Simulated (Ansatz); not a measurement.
## singlet Be: levels of theory in one basis

A single Be atom.

Basis set: cc-pVTZ (spherical functions). All electrons are correlated. Charge 0, multiplicity 1.

Computed with Ansatz (development build ahead of 0.2.0); each method stands on the lowest determinant of its kind that the runs found.

| method | E − E(RHF) (eV) | <S²> of the determinant |
| --- | --- | --- |
| RHF | 0.00 | 0.00 |
| UHF | -0.01 | 0.13 |
| RHF-MP2 | -0.91 | – |

Problem. What does UHF-MP2 give on the same scale?

Solution. -0.82 eV.

Problem. Is a single determinant a sound starting point here?

Solution. Only with care. Unrestricted orbitals gain 0.01 eV and <S²> is 0.13 against 0.00 for a pure state, so spin symmetry breaks but gains little energy; restricted orbitals can still serve.

Caution for UHF, UHF-MP2: the unrestricted determinant is spin contaminated.
